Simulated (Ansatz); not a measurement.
`N[SiH](F)P` + `[F][Ge]([F])([F])[SiH3]` → `F[SiH]([SiH3])P` + `[NH2][Ge]([F])([F])[F]`  (redistribution)

Computed with Ansatz on PBE0-D4/def2-TZVP structures; ΔE is electronic, products minus reactants. CCSD(T)/CBS adds triple-zeta CCSD(T) − MP2 to the extrapolated MP2 energy (def2 sets, frozen cores). DFT in def2-TZVPP. For Ge outer-core shells are correlated without core-valence functions, which leaves a few kJ/mol of doubt a bond. Scalar relativity is left out up to krypton. Each species was taken in one conformer, which may not be the lowest.

CCSD(T)/CBS gives +0.82 eV.

(1) Another level gave +0.81 eV. Which?
A. CCSD/def2-TZVPP
B. PBE0/def2-TZVPP
C. CAM-B3LYP/def2-TZVPP
D. LDA (SPW92)/def2-TZVPP

Largest T1 diagnostic among the species: 0.014.

Results:

(1) B. PBE0 0.81, CAM-B3LYP 0.92, LDA (SPW92) 0.87, CCSD/def2-TZVPP 0.76 eV.

At CCSD(T), def2-SVP lies −0.17 eV from the extrapolated value and def2-TZVPP −0.07 eV. Leaving LDA and LC-ωPBE aside and taking each functional with its dispersion term where it has one, the values, not all of them listed here, spread over 0.13 eV, from PBE-QIDH to BLYP-D4. LDA lies +0.03 eV from PBE without D4.
